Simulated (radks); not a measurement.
Mo2+, 40 electrons, occupied as [Kr] 4d4.

Calculated with a radial shooting solver on a logarithmic mesh with Libxc functionals: Dirac Kohn-Sham, PBEsol, spin-unpolarised, spherical densities, finite nucleus; open shells are shared between the two j in proportion to 2j + 1; Fermi nuclear charge, rms radius 4.4091 fm.

Energy parts (Ry):
| part | energy |
|---|---|
| total | -8092.28158 |
| kinetic | 8390.23387 |
| electron-nucleus | -19502.95078 |
| Hartree | 3262.40140 |
| exchange-correlation | -241.96607 |

Orbitals (lengths in bohr, moments of r in powers of bohr; r(max) is where P^2 peaks):
orbital  occ.  eigenvalue (Ry)     <r^2>   r(max)      <r^4>  small-component weight
1s1/2       2        -1456.646  0.001670  0.02288  7.219e-06                2.34e-02
2s1/2       2        -206.8758   0.02782   0.1298   0.001336                4.81e-03
2p1/2       2        -190.4621   0.02100   0.1010  0.0008871                4.81e-03
2p3/2       4        -182.6377   0.02237   0.1048  0.0009931                4.66e-03
3s1/2       2        -36.32773    0.2110   0.3840    0.06902                1.28e-03
3p1/2       2        -30.08232    0.2091   0.3711    0.07149                1.23e-03
3p3/2       4        -28.79350    0.2194   0.3805    0.07856                1.19e-03
3d3/2       4        -17.74207    0.2056   0.3208    0.08212                1.07e-03
3d5/2       6        -17.49795    0.2090   0.3235    0.08468                1.06e-03
4s1/2       2         -6.07446     1.381   0.9880      2.888                2.91e-04
4p1/2       2         -4.29325     1.670    1.053      4.412                2.45e-04
4p3/2       4         -4.10734     1.754    1.078      4.868                2.35e-04
4d3/2     1.6         -1.54073     3.505    1.342      22.90                1.28e-04
4d5/2     2.4         -1.52223     3.568    1.353      23.72                1.26e-04

The highest occupied level is 4d5/2 at -20.711 eV. The density falls to 0.001 e/bohr^3 at r = 3.60 bohr. The electron density at the nucleus is 9.071e+04 e/bohr^3.
